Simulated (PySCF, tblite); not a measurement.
C2H8O3Si2.
Cartesian coordinates in Å at the GFN2-xTB level; atoms count from 1:
```xyz
15
C2H8O3Si2 angstrom
O     -0.1468   -0.6011   -1.3359
C      0.0943   -0.6431   -0.1450
C     -0.9431   -0.6711    0.8992
Si    -1.8128    1.0473    0.7725
O     -2.1254    1.3094   -0.7875
O      1.3398   -0.5684    0.3030
Si     2.6174   -0.3798   -0.7431
H     -1.6822   -1.4323    0.6612
H     -0.5124   -0.8650    1.8748
H     -0.9140    2.0697    1.3054
H     -3.0853    0.9641    1.4768
H     -1.6543    0.7790   -1.4408
H      2.4601    0.8791   -1.4630
H      3.6803   -0.3612    0.2515
H      2.6798   -1.5185   -1.6509
```

Level of theory: B3LYP/def2-SVPD in PySCF (dipole) on a GFN2-xTB geometry, gas phase.

Take the most abundant isotopes and a rigid rotor. The values belong to one conformer with, in the numbering `[O:1]=[C:2]([CH2:3][SiH2:4][OH:5])[O:6][SiH3:7]`, O1–C2–C3–Si4 -66°, C2–C3–Si4–O5 47°, C3–Si4–O5–H -17°, O1–C2–O6–Si7 1°.

Give the principal moments of inertia and the rotational constants in cm⁻¹.

Ia = 125.77, Ib = 549.25, Ic = 582.29 u·Å²; 505379 MHz·u·Å²/I gives 4018, 920.1 and 867.9 MHz, that is A = 0.13403, B = 0.03069, C = 0.02895 cm⁻¹.

What kind of rotor is it?

A near-prolate asymmetric top; Ray's κ = -0.967.

Is it planar, by Δ = Ic − Ia − Ib?

Not planar: Δ = Ic − Ia − Ib = -92.73 u·Å². For a rigid frame Δ = −2 Σ m c², so Σ m c² = 46.36 u·Å² lies off the ab plane: 10.46 from hydrogen and 35.90 from heavier atoms. The atom farthest from that plane is 1.83 Å away.

Give the other two planar moments, Paa and Pbb, and the rms extents of the mass along the axes.

Paa = Σ m a² = (Ib + Ic − Ia)/2 = 502.89 and Pbb = Σ m b² = (Ia + Ic − Ib)/2 = 79.41 u·Å². With the mass M = 136.00 u, the rms extents √(P/M) along a, b and c are 1.92, 0.76, 0.58 Å.

Which types of transition are allowed, and where do some lines up to J = 3 fall?

The dipole components are |μa| = 1.29 D, |μb| = 2.00 D, |μc| = 0.02 D. The squared components, which scale the intensities, stand as 0.42 : 1.00 : 0.00 (a : b : c). Some lines, for components of 0.1 D or more:

```json
{"type": "a", "branch": "Q", "J(Ka,Kc)": "3(1,2) ← 3(1,3)", "MHz": "313", "lower level (cm⁻¹)": "0.457"}
{"type": "b", "branch": "Q", "J(Ka,Kc)": "1(1,0) ← 1(0,1)", "MHz": "3150", "lower level (cm⁻¹)": "0.060"}
{"type": "b", "branch": "Q", "J(Ka,Kc)": "3(1,2) ← 3(0,3)", "MHz": "3284", "lower level (cm⁻¹)": "0.358"}
{"type": "a", "branch": "R", "J(Ka,Kc)": "2(0,2) ← 1(0,1)", "MHz": "3575", "lower level (cm⁻¹)": "0.060"}
{"type": "a", "branch": "R", "J(Ka,Kc)": "3(1,3) ← 2(1,2)", "MHz": "5285", "lower level (cm⁻¹)": "0.281"}
{"type": "b", "branch": "Q", "J(Ka,Kc)": "2(2,0) ← 2(1,1)", "MHz": "9295", "lower level (cm⁻¹)": "0.286"}
{"type": "b", "branch": "Q", "J(Ka,Kc)": "2(2,1) ← 2(1,2)", "MHz": "9451", "lower level (cm⁻¹)": "0.281"}
{"type": "b", "branch": "R", "J(Ka,Kc)": "2(2,0) ← 1(1,1)", "MHz": "12976", "lower level (cm⁻¹)": "0.163"}
{"type": "b", "branch": "R", "J(Ka,Kc)": "3(2,1) ← 2(1,2)", "MHz": "14818", "lower level (cm⁻¹)": "0.281"}
{"type": "b", "branch": "Q", "J(Ka,Kc)": "3(3,0) ← 3(2,1)", "MHz": "15618", "lower level (cm⁻¹)": "0.775"}
{"type": "b", "branch": "R", "J(Ka,Kc)": "3(3,0) ← 2(2,1)", "MHz": "20986", "lower level (cm⁻¹)": "0.596"}
```

Estimate the classical rotational partition function at 25 K, 50 K and 100 K.

Point group C1, symmetry number σ = 1; q = (√π/σ)·√((kT/h)³/(ABC)), k/h = 20836.6 MHz/K: 11800 at 25 K, 33300 at 50 K, 94100 at 100 K.

Its GFN2-xTB frequencies are all real (lowest 41 cm⁻¹). Zero-point vibration and centrifugal distortion are left out. A rigid rotor knows nothing of internal rotation, which can split or shift real lines.

The run took 1.7 min (grids of density and orbitals included) on one thread of an Arm Neoverse V1, on a shared host, and the process peaked at 0.81 GiB of memory. This is the B3LYP/def2-SVPD job that gave the dipole, with the excitations it also computed.
